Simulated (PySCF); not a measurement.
Radial density of Mo³³⁺ (molybdenum, charge +33)

UHF, [He] 2s2 2p5, 2P determinant. Calculation: PySCF 2.14, in an even-tempered Gaussian basis (20 s from 11 bohr⁻², ratio 2.2; 12 p from 15 bohr⁻², ratio 2.2; 6 d from 64 bohr⁻², ratio 2.4; 5 f from 97 bohr⁻², ratio 2.4; 4 g from 150 bohr⁻², ratio 2.4); scalar relativity by spin-free X2C-1e.

```tsv
r (bohr)	4πr²ρ (e/bohr)	4πr²(ρα − ρβ)
0.0391	43.33	2.0943
0.0658	39.74	5.5113
0.111	51.14	7.3528
0.186	25.09	3.1531
0.313	1.773	0.2049
0.527	0.005364	0.0006
```

Densities and radii are taken from the X2C orbitals without a picture-change correction, which distorts them close to the nucleus.

Spin-orbit coupling, absent here, splits the open shell strongly.
